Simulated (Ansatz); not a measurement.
C6H17InSe (`C[CH2][In-]([SeH2+])([CH2]C)[CH2]C`), 25 atoms. Charge 0, multiplicity 1. Correlated methods include outer-core shells of In, Se, which these sets cover unevenly. Scalar relativity is left out up to krypton. In: def2 effective core potential. All runs use 4 threads of an AMD EPYC 7R13 on a shared host and a share of an NVIDIA H100 80 GB. Correlated methods freeze the cores.

(1) How many basis functions does each run have, and how long does it take in Ansatz? RHF-CCSD(T)/def2-TZVPP energy; RHF-CCSD(T)/def2-SVP energy; RKS PBE0-D4/def2-SVP energy; RHF-MP2/def2-QZVPP energy; RKS ωB97M-V/def2-QZVPP energy; direct RPA on PBE orbitals/def2-TZVPP energy; RKS ωB97M-V/def2-SVP energy; RKS r2SCANh-D4/def2-TZVPP energy; RKS PBE-D4/def2-TZVPP energy and forces; RKS B97M-V/def2-TZVPP energy; RKS PBE0-D4/def2-QZVPP energy; RKS PBE0-D4/def2-TZVP relaxation (38 steps). (An estimate is asked.)

## Answers

(1) The calculation gave: Other jobs shared the machine, so times are rough.

```csv
level,job,functions,wall time,peak host memory (GiB)
RKS PBE0-D4/def2-SVP,energy,227,4.8 s,0.88
RKS r2SCANh-D4/def2-TZVPP,energy,522,5.5 s,1.2
RHF-CCSD(T)/def2-SVP,energy,227,6.5 s,0.88
RKS B97M-V/def2-TZVPP,energy,522,7.5 s,1.3
RKS PBE-D4/def2-TZVPP,energy and forces,522,8.5 s,1.1
direct RPA on PBE orbitals/def2-TZVPP,energy,522,9.5 s,2.9
RKS ωB97M-V/def2-SVP,energy,227,10 s,1
RKS PBE0-D4/def2-QZVPP,energy,1023,10 s,1.6
RKS ωB97M-V/def2-QZVPP,energy,1023,15 s,1.8
RHF-MP2/def2-QZVPP,energy,1023,23 s,1.8
RKS PBE0-D4/def2-TZVP,relaxation (38 steps),386,2.1 min,1.2
RHF-CCSD(T)/def2-TZVPP,energy,522,2.3 min,2.7
```
